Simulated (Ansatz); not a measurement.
C2H6AlCl2N, SMILES `C[N](C)[Al]([Cl])[Cl]`, charge 0, multiplicity 1.

**Question.** Give a relaxed structure at PBE0-D4/def2-TZVP (Ansatz 0.2.0). (Estimate.)

**Answer.** Computed: 
```xyz
12

C     0.2174   -0.6014    1.2769
N    -0.0020   -0.0169   -0.0268
C    -0.1133    1.4235    0.0215
Al   -0.1206   -0.9527   -1.5048
Cl   -0.4424    0.0001   -3.3311
Cl    0.0587   -3.0293   -1.4533
H    -0.6077   -0.3652    1.9623
H     1.1422   -0.2219    1.7320
H     0.2976   -1.6879    1.2098
H     0.7992    1.8791    0.4292
H    -0.2782    1.8365   -0.9754
H    -0.9508    1.7363    0.6595
```
Point group C2v.
This is one stationary point; other conformers may exist.
